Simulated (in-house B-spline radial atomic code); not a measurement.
Successive ionisation energies of ruthenium; each step leads to the configuration of the next row (after the last: [Ar] 3d10 4s2 4p4). NIST's values go from ground level to ground level; the uncertainty of those that are theory runs from under 0.1 % in few-electron ions to several per cent in heavy many-electron ones. Computed with an all-electron radial atomic-structure program (B-spline basis): non-relativistic Hartree-Fock, average of the configuration, point nuclei.

This level leaves out relativity, spin-orbit splitting included, which matters for heavy ions.

```csv
ion,configuration,ionisation energy (eV),tabulated value (eV),tabulated kind,computed minus tabulated (eV),highest orbital,largest mean radius (bohr)
Ru,[Kr] 4d7 5s1,5.60,7.3605,measured,-1.76,5s,3.8772
Ru+,[Kr] 4d7,16.49,16.76,semi-empirical,-0.27,4d,1.6015
Ru2+,[Kr] 4d6,29.34,28.47,semi-empirical,0.87,4d,1.4997
Ru3+,[Kr] 4d5,43.54,45,tabulated theory,-1.46,4d,1.4221
Ru4+,[Kr] 4d4,58.88,59,tabulated theory,-0.12,4d,1.3593
Ru5+,[Kr] 4d3,75.23,76,tabulated theory,-0.77,4d,1.3062
Ru6+,[Kr] 4d2,92.51,93,tabulated theory,-0.49,4d,1.2602
Ru7+,[Kr] 4d1,110.67,110,tabulated theory,0.67,4d,1.2194
Ru8+,[Ar] 3d10 4s2 4p6,177.55,178.41,semi-empirical,-0.86,4p,1.0454
Ru9+,[Ar] 3d10 4s2 4p5,198.97,198,tabulated theory,0.97,4p,1.0266
```

Q: Where is the largest jump?

A: From Ru to Ru+, by a factor of 2.94 (5.6006 to 16.487 eV); the highest orbital goes from 5s to 4d.

Q: How far is this level of theory from the measured and semi-empirical values?

A: Over those 4 rows the differences run from -1.76 to +0.873 eV (mean absolute value 0.94 eV). The calculation leaves out relativity, correlation and, in open shells, the multiplet splittings that an average leaves out.
